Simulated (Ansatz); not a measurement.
Forces on TbCl₃ at its B3LYP-D4/def2-SVP geometry. Charge 0, multiplicity 7.

In the def2 sets Tb takes a core potential; there is no spin–orbit coupling. With an open 4f shell the SCF may have ended on a state above the lowest.

PBE-D4/def2-TZVP (Ansatz), largest force 0.09 eV/Å:

```xyz
4
positions Å, forces eV/Å
Tb   -0.035   -0.137   -0.029    0.018    0.029    0.019
Cl   -1.961    0.243    1.453    0.061   -0.022   -0.028
Cl    2.151   -0.682    0.957   -0.086    0.014   -0.028
Cl   -0.154    0.576   -2.380    0.007   -0.021    0.036
```

r2SCAN-D4/def2-TZVP (Ansatz), largest force 0.17 eV/Å:

```
Tb 0.020 0.046 0.028
Cl 0.134 -0.035 -0.088
Cl -0.160 0.032 -0.058
Cl 0.006 -0.044 0.118
```
